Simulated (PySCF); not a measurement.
```xyz
19

Ti    -0.6008     0.4672    -0.0030
N     -1.8016     1.1751    -1.2919
H     -1.9014     2.1671    -1.5252
H     -2.5264     0.6367    -1.7748
O     -0.2148     1.7345     1.2116
C      0.8350     2.4461     1.8095
H      1.8040     2.2084     1.3253
H      0.9094     2.1963     2.8863
H      0.6568     3.5363     1.7225
O      0.9539     0.0935    -0.8442
C      1.5285     0.1244    -2.1228
H      1.8055    -0.8983    -2.4491
H      2.4499     0.7409    -2.1170
H      0.8230     0.5517    -2.8644
O     -1.3069    -1.0390     0.6688
C     -1.5359    -2.0062     1.6506
H     -1.4423    -1.5778     2.6690
H     -0.8134    -2.8418     1.5557
H     -2.5576    -2.4224     1.5447
```

Charge 0, multiplicity 1.

Q: Give the Mulliken and meta-Löwdin atomic charges from PySCF with TPSSh-D3(BJ)/def2-TZVP // TPSS-D3(BJ)/def2-SVP.

A: 
```
atom  Mulliken (e)  meta-Löwdin (e)
----  ------------  ---------------
Ti1           1.56             1.33
N2           -0.84            -0.75
H3            0.24             0.23
H4            0.25             0.23
O5           -0.58            -0.57
C6           -0.17            -0.08
H7            0.12             0.10
H8            0.12             0.10
H9            0.12             0.10
O10          -0.57            -0.57
C11          -0.16            -0.08
H12           0.11             0.10
H13           0.11             0.10
H14           0.11             0.10
O15          -0.59            -0.57
C16          -0.18            -0.08
H17           0.12             0.10
H18           0.12             0.10
H19           0.12             0.11
```
